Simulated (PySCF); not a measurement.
## Relaxation of singlet Li₃Te⁺

Level of theory: PySCF, PBE0, basis Te def2-TZVP with ECP28, Li def2-TZVP (scalar-relativistic core potentials, no spin–orbit coupling, density fitting). A (50,194) grid was used.

A hand-made trigonal pyramidal start, of C3v symmetry, held to at least that symmetry:

```xyz
4
charge 1 multiplicity 1, angstrom
Te    0.0000    0.0000   -0.1726
Li    2.3276    0.0000    1.0650
Li   -1.1638    2.0158    1.0650
Li   -1.1638   -2.0158    1.0650
```

Optimiser trace:
```
step  E − E(last) (kJ/mol)  largest gradient (Eh/bohr)
   0                 13.15                     0.01515
   1                  8.53                     0.01140
   2                  1.90                     0.00289
   3                  1.23                     0.00115
   4                  0.83                     0.00172
   5                  0.23                     0.00153
   6                  0.05                     0.00069
   7                  0.01                     0.00034
   8                  0.00                     0.00001
```

It ends at C3v with Te–Li 2.504 Å (×3); Li–Te–Li 112.8° (×3) (after a last refinement on a finer grid). A frequency run shows a minimum.

Final geometry:
Z-matrix (Å, degrees; charge 1 multiplicity 1):
```
Te
Li 1 2.5039
Li 1 2.5039 2 112.79
Li 1 2.5039 2 112.79 3 -129.23
```

The relaxation took of the order of 30 core-seconds on a shared host.
